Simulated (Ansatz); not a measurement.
Species: O2Si, SMILES `O=[Si]=O` with one electron removed (charge 1, multiplicity 2), formula O$_{2}$Si.

Q: How many basis functions does frozen-core CCSD(T)/cc-pVTZ // B3LYP-D3(BJ)/def2-TZVP (Ansatz, a first-principles code) use, how many core orbitals are frozen, and how many electrons are correlated?

A: 94 basis functions and 7 frozen orbitals, which leaves 15 correlated electrons. Core time is of the order of minutes.
